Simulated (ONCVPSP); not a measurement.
## Reading a pseudo-wave (Mn)

Columns: radius, all-electron u(r) and pseudo u(r) of the 3s shell (level -83.54 eV) of manganese in the configuration [Ne] 3s2 3p6 3d5.5 4s1.5; PBE, scalar-relativistic, ONCV scheme, ONCVPSP 4.0.1.

```tsv
r (bohr)	all-electron	pseudo
0.095	-0.1560	0.1044
0.190	-0.6386	0.2408
0.285	-0.3377	0.4230
0.380	0.2200	0.6391
0.475	0.7085	0.8557
0.570	1.0271	1.0334
0.665	1.1795	1.1425
0.760	1.2060	1.1727
0.855	1.1512	1.1330
0.950	1.0507	1.0438
1.045	0.9298	0.9281
1.140	0.8050	0.8047
1.235	0.6856	0.6855
1.330	0.5768	0.5767
1.425	0.4806	0.4805
1.520	0.3975	0.3974
1.615	0.3267	0.3267
1.710	0.2672	0.2672
1.805	0.2177	0.2177
1.900	0.1768	0.1768
1.995	0.1432	0.1432
2.090	0.1157	0.1157
2.185	0.0933	0.0933
2.280	0.0751	0.0751
2.375	0.0604	0.0604
2.470	0.0485	0.0485
```

**Question.** How many radial nodes do the two functions have?

**Answer.** The all-electron 3s function has n − l − 1 = 2 (the table is too coarse to show those close to the nucleus); the pseudo-wave has 0, since the states of the same l below it are removed with the core.

**Question.** At about which radius was the pseudo-wave matched?

**Answer.** 1.25 bohr. The columns agree to 0.0005 from 1.14 bohr on; several derivatives are matched, so the curves merge somewhat inside the radius.

**Question.** Is the pseudo-wave norm-conserving?

**Answer.** Yes: the ONCV scheme keeps the norm inside the radius equal to the all-electron one, which fixes the energy derivative of the logarithmic derivative at the level.
